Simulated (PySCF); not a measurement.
B(H)(Cl)(NMe2) (C₂H₇BClN), SMILES CN(C)BCl.

Geometry: B3LYP-D3(BJ)/def2-SVP. This is a generated structure with no PubChem entry under its InChIKey; it may be hypothetical. The values are those of a single conformer.

Calculation: PBE/def2-TZVP (PySCF).

Isolated molecule, no solvent.

The total energy is -619.96049 hartree. The point group is Cs and the highest occupied level comes out as -6.19 eV. The lowest empty level is -0.78 eV and the orbital gap is 5.41 eV. The dipole moment comes out as 2.85 D and the quadrupole, principal values (traceless, Buckingham form, about the centre of nuclear charge) comes out as -0.89, -0.76, 1.64 D·Å. The mean static polarisability comes out as 63.0 bohr³ (9.34 Å³) and the polarisability, principal values comes out as 47.3, 61.7, 80.1 bohr³.
